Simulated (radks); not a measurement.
Sc XV, configuration [He] 2s2 2p3. All-electron calculation, non-relativistic Kohn-Sham, SCAN, spin-polarised, spherical densities, point nucleus; open shells are filled with parallel spins first; meta-GGA in the generalised Kohn-Sham scheme. Program: a radial shooting solver on a logarithmic mesh with Libxc functionals.

Normalised radial functions P(r) = r R(r), r in bohr:

r,1s up,2s up
0.00463,0.7915,0.2502
0.005793,0.9664,0.3053
0.00719,1.1648,0.3676
0.008995,1.4031,0.4421
0.01125,1.6743,0.5262
0.01397,1.9632,0.6146
0.01747,2.2824,0.7100
0.02186,2.6055,0.8018
0.02735,2.9072,0.8788
0.03394,3.1455,0.9236
0.04246,3.2974,0.9181
0.05312,3.3087,0.8344
0.06593,3.1537,0.6551
0.08249,2.8089,0.3487
0.1032,2.3017,-0.0827
0.1281,1.7236,-0.5866
0.1602,1.1264,-1.1325
0.2005,0.6294,-1.5941
0.2488,0.2993,-1.8433
0.3113,0.1090,-1.8188
0.3894,0.0294,-1.5125
0.4833,0.0059,-1.0560
0.6046,0.0007,-0.5829
0.7564,0.0000,-0.2454
0.9388,0.0000,-0.0779
1.175,0.0000,-0.0159
1.469,0.0000,-0.0020
1.824,0.0000,-0.0001
2.282,0.0000,0.0000

1s up: eigenvalue -4980.5 eV, 0 radial nodes, <r> = 0.0734 bohr, 90 % of the charge inside 0.131 bohr. 2s up: eigenvalue -959.35 eV, 1 radial node at r = 0.0993 bohr, <r> = 0.321 bohr, 90 % of the charge inside 0.493 bohr.

Empty levels of this run are not shown, since the potential may be unsettled where no density lies.
